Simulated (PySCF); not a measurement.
## CsAl at UHF-MP2

Level: UHF-MP2. Cs def2-SVPD with ECP46, Al def2-SVPD; scalar-relativistic core potentials (PySCF 2.14).

```json
{
 "state": "³Π (triplet), unpaired electrons σ ↑, π ↑",
 "bond length": "3.791 Å",
 "harmonic wavenumber": "109 cm⁻¹",
 "force constant": "0.157 mdyn/Å",
 "rotational constant Be": "0.05229 cm⁻¹",
 "anharmonicity ωexe": "0.845 cm⁻¹",
 "vibration–rotation constant αe": "0.000431 cm⁻¹",
 "well depth De to Cs + Al": "0.41 eV",
 "dissociation energy D0": "0.41 eV"
}
```

Correlated steps freeze 5 core orbitals. Correlated levels converge slowly with the basis: in double zeta they bind strong bonds too weakly, by up to about 1 eV, and carry superposition errors of some tenths. These are scalar-relativistic numbers at best; spin–orbit coupling would shift them, the dissociation energy most. The state was picked by a PBE0 search and need not be the measured ground state.
